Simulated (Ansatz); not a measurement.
Reactions of C3H5ClO (`OCC=CCl`).

Program: Ansatz. Geometries: PBE0-D4/def2-TZVP. ΔE: electronic, gas phase. CBS: MP2 limit from def2 TZ/QZ plus the TZ coupled-cluster correction, frozen cores. This one scheme is used for every species, atoms too. Double bonds are as drawn, so ΔE can hold a change between cis and trans. DFT in def2-TZVPP. No spin–orbit coupling; open shells (•) take unrestricted orbitals. Spin–orbit coupling would lower the free atoms: a little for C, Cl, O. For Br, Se outer-core shells are correlated without core-valence functions, so the limit isn't a true one: a few kJ/mol of doubt a bond, and 10 to 20 or more in all where bonds break to atoms. Scalar relativity is left out up to krypton. Each species was taken in one conformer, which may not be the lowest.

```
                                     reaction  ωB97X-V (kJ/mol)  CCSD/CBS(def2) (kJ/mol)  CCSD(T)/CBS(def2) (kJ/mol)
                     `OC/C=C/Cl` → `ClCC1CO1`                24                       40                          41
 `OC/C=C/Cl` → `[CH2]` (triplet) + `O/C=C\Cl`               420                      403                         413
                    `OC/C=C/Cl` → `CO/C=C/Cl`                35                       43                          43
                     `OC/C=C/Cl` → `ClC1CCO1`                 3                       22                          22
         `OC/C=C/Cl` → 3 C• + Cl• + 5 H• + O•              3919                     3849                        3919
 `OC/C=C/Cl` + `C[SeH]` → `C[Se]CO` + `C=CCl`                 3                        3                           1
       `OC/C=C/Cl` + HCl → `Cl/C=C/CCl` + H₂O               -18                      -25                         -27
        `OC/C=C/Cl` + HBr → `OC/C=C/Br` + HCl                -3                       -6                          -6
             `OC/C=C/Cl` + H₂ → `C=CCO` + HCl               -75                      -83                         -77
`OC/C=C/Cl` + `CC=N` → `C/C=N\C=C\Cl` + CH₃OH                21                       23                          20
```

Largest T1 diagnostic: 0.012, for `C/C=N\C=C\Cl`.
